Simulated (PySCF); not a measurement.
H$_{10}$Si$_{4}$, charge +1, doublet, geometry from GFN2-xTB (a state made from the parent by changing its charge; the spin is typed, not shown lowest); CCSD(T)/STO-3G (PySCF).

Input for PySCF:
```python
from pyscf import gto, scf, cc

mol = gto.Mole()
mol.atom = '''
    Si    0.197941    2.032596   -0.870970
    Si   -0.101204    0.036891    0.559683
    Si    2.047711   -0.954613   -0.073907
    Si   -2.161009   -1.118910    0.436377
    H     1.455592    2.698511   -0.558155
    H     0.144703    1.512389   -2.231995
    H    -0.974498    2.817727   -0.508898
    H     0.121769    0.520420    1.935602
    H     3.152074   -0.063334    0.263217
    H     1.952334   -1.205445   -1.508666
    H     2.055886   -2.183609    0.710762
    H    -2.100095   -2.294645    1.303517
    H    -3.243137   -0.221017    0.838840
    H    -2.332760   -1.524494   -0.960794
'''
mol.basis = 'sto-3g'
mol.charge = 1
mol.spin = 1
mol.verbose = 4
mol.build()

mf = scf.UHF(mol)
mf.kernel()

mycc = cc.CCSD(mf)
mycc.kernel()
et = mycc.ccsd_t()
print('E(CCSD(T)) = %.10f' % (mycc.e_tot + et))
```

Problem. Write the output that PySCF gives for this input, abridged.

Solution. 
```
PySCF version 2.14.0

[INPUT] verbose = 4
[INPUT] num. atoms = 14
[INPUT] num. electrons = 65
[INPUT] charge = 1
[INPUT] spin (= nelec alpha-beta = 2S) = 1
[INPUT] symmetry False subgroup None
[INPUT] Mole.unit = angstrom
[INPUT] Symbol           X                Y                Z      unit          X                Y                Z       unit  Magmom
[INPUT]  1 Si     0.197941000000   2.032596000000  -0.870970000000 AA    0.374054278823   3.841049761886  -1.645894762712 Bohr   0.0
[INPUT]  2 Si    -0.101204000000   0.036891000000   0.559683000000 AA   -0.191247842710   0.069713886461   1.057647586575 Bohr   0.0
[INPUT]  3 Si     2.047711000000  -0.954613000000  -0.073907000000 AA    3.869612972259  -1.803957124949  -0.139663988688 Bohr   0.0
[INPUT]  4 Si    -2.161009000000  -1.118910000000   0.436377000000 AA   -4.083715162720  -2.114433458037   0.824633017059 Bohr   0.0
[INPUT]  5 H      1.455592000000   2.698511000000  -0.558155000000 AA    2.750670229108   5.099446734126  -1.054760085057 Bohr   0.0
[INPUT]  6 H      0.144703000000   1.512389000000  -2.231995000000 AA    0.273449039403   2.858001003805  -4.217859261399 Bohr   0.0
[INPUT]  7 H     -0.974498000000   2.817727000000  -0.508898000000 AA   -1.841534328936   5.324732323792  -0.961677845339 Bohr   0.0
[INPUT]  8 H      0.121769000000   0.520420000000   1.935602000000 AA    0.230110060462   0.983451269746   3.657757666160 Bohr   0.0
[INPUT]  9 H      3.152074000000  -0.063334000000   0.263217000000 AA    5.956556584362  -0.119683914373   0.497408041330 Bohr   0.0
[INPUT] 10 H      1.952334000000  -1.205445000000  -1.508666000000 AA    3.689376563677  -2.277960908226  -2.850965553443 Bohr   0.0
[INPUT] 11 H      2.055886000000  -2.183609000000   0.710762000000 AA    3.885061483328  -4.126422973135   1.343145519748 Bohr   0.0
[INPUT] 12 H     -2.100095000000  -2.294645000000   1.303517000000 AA   -3.968604385568  -4.336250603103   2.463290128715 Bohr   0.0
[INPUT] 13 H     -3.243137000000  -0.221017000000   0.838840000000 AA   -6.128640714444  -0.417661598873   1.585177862330 Bohr   0.0
[INPUT] 14 H     -2.332760000000  -1.524494000000  -0.960794000000 AA   -4.408277514340  -2.880876138543  -1.815637522125 Bohr   0.0

nuclear repulsion = 321.067777989408
number of shells = 30
number of NR pGTOs = 138
number of NR cGTOs = 46
basis = sto-3g
ecp = {}

******** <class 'pyscf.scf.uhf.UHF'> ********
method = UHF
initial guess = minao
damping factor = 0
level_shift factor = 0
DIIS = <class 'pyscf.scf.diis.CDIIS'>
diis_start_cycle = 1
diis_space = 8
diis_damp = 0
SCF conv_tol = 1e-09
SCF conv_tol_grad = None
SCF max_cycles = 50
direct_scf = True
direct_scf_tol = 1e-13
number electrons alpha = 33  beta = 32
Set gradient conv threshold to 3.16228e-05
init E= -1146.89572610677

cycle= 1 E= -1147.99815608825  delta_E= -1.1  |g|= 0.153  |ddm|= 2.62
cycle= 2 E= -1148.02573734864  delta_E= -0.0276  |g|= 0.0374  |ddm|= 0.337
cycle= 3 E= -1148.02794730495  delta_E= -0.00221  |g|= 0.0128  |ddm|= 0.0881
cycle= 4 E= -1148.02830910308  delta_E= -0.000362  |g|= 0.0055  |ddm|= 0.0403
cycle= 5 E= -1148.02840298338  delta_E= -9.39e-05  |g|= 0.00235  |ddm|= 0.0246
cycle= 6 E= -1148.0284226733  delta_E= -1.97e-05  |g|= 0.000778  |ddm|= 0.0142
cycle= 7 E= -1148.02842493723  delta_E= -2.26e-06  |g|= 0.000349  |ddm|= 0.00417
cycle= 8 E= -1148.02842560576  delta_E= -6.69e-07  |g|= 0.000175  |ddm|= 0.00224
cycle= 9 E= -1148.02842588095  delta_E= -2.75e-07  |g|= 0.000105  |ddm|= 0.00154
cycle= 10 E= -1148.02842601429  delta_E= -1.33e-07  |g|= 6.02e-05  |ddm|= 0.00126
cycle= 11 E= -1148.02842606458  delta_E= -5.03e-08  |g|= 2.42e-05  |ddm|= 0.000996
cycle= 12 E= -1148.02842607096  delta_E= -6.38e-09  |g|= 6.67e-06  |ddm|= 0.000404
cycle= 13 E= -1148.02842607121  delta_E= -2.52e-10  |g|= 2.28e-06  |ddm|= 6.34e-05
Extra cycle  E= -1148.02842607123  delta_E= -1.36e-11  |g|= 1.43e-06  |ddm|= 5.77e-06
converged SCF energy = -1148.02842607123  <S^2> = 0.76687348  2S+1 = 2.0168029

******** <class 'pyscf.cc.uccsd.UCCSD'> ********
CC2 = 0
CCSD nocc = (np.int64(33), np.int64(32)), nmo = (46, 46)
max_cycle = 50
direct = 0
conv_tol = 1e-07
conv_tol_normt = 1e-06
diis_space = 6
diis_start_cycle = 0
diis_start_energy_diff = 1e+09
Init t2, MP2 energy = -0.167753176977513
Init E_corr(UCCSD) = -0.167753176980756
cycle = 1  E_corr(UCCSD) = -0.212084831993262  dE = -0.044331655  norm(t1,t2) = 0.0942864
cycle = 2  E_corr(UCCSD) = -0.227708333301163  dE = -0.0156235013  norm(t1,t2) = 0.0368842
cycle = 3  E_corr(UCCSD) = -0.237139279305396  dE = -0.009430946  norm(t1,t2) = 0.0161417
cycle = 4  E_corr(UCCSD) = -0.237057144743021  dE = 8.21345624e-05  norm(t1,t2) = 0.00372896
cycle = 5  E_corr(UCCSD) = -0.237040980032344  dE = 1.61647107e-05  norm(t1,t2) = 0.00130604
cycle = 6  E_corr(UCCSD) = -0.237051767208952  dE = -1.07871766e-05  norm(t1,t2) = 0.00071314
cycle = 7  E_corr(UCCSD) = -0.237044953762771  dE = 6.81344618e-06  norm(t1,t2) = 0.000428657
cycle = 8  E_corr(UCCSD) = -0.237045615434604  dE = -6.61671833e-07  norm(t1,t2) = 0.000258526
cycle = 9  E_corr(UCCSD) = -0.237049936772026  dE = -4.32133742e-06  norm(t1,t2) = 0.000155886
cycle = 10  E_corr(UCCSD) = -0.237050636073907  dE = -6.99301881e-07  norm(t1,t2) = 8.41334e-05
cycle = 11  E_corr(UCCSD) = -0.237048737973726  dE = 1.89810018e-06  norm(t1,t2) = 4.589e-05
cycle = 12  E_corr(UCCSD) = -0.23704781115791  dE = 9.26815816e-07  norm(t1,t2) = 2.72933e-05
cycle = 13  E_corr(UCCSD) = -0.237047743855275  dE = 6.73026345e-08  norm(t1,t2) = 1.5945e-05
cycle = 14  E_corr(UCCSD) = -0.237048056934282  dE = -3.13079006e-07  norm(t1,t2) = 8.86041e-06
cycle = 15  E_corr(UCCSD) = -0.237048166234942  dE = -1.0930066e-07  norm(t1,t2) = 4.35461e-06
cycle = 16  E_corr(UCCSD) = -0.23704815631385  dE = 9.92109203e-09  norm(t1,t2) = 2.44354e-06
cycle = 17  E_corr(UCCSD) = -0.237048134279511  dE = 2.2034339e-08  norm(t1,t2) = 1.59861e-06
cycle = 18  E_corr(UCCSD) = -0.237048121265431  dE = 1.30140799e-08  norm(t1,t2) = 1.21048e-06
cycle = 19  E_corr(UCCSD) = -0.237048123637972  dE = -2.37254136e-09  norm(t1,t2) = 7.79769e-07
UCCSD converged
E(UCCSD) = -1148.265474194864  E_corr = -0.2370481236379724
UCCSD(T) correction = -0.00296721867441653
E(CCSD(T)) = -1148.2684414135
```
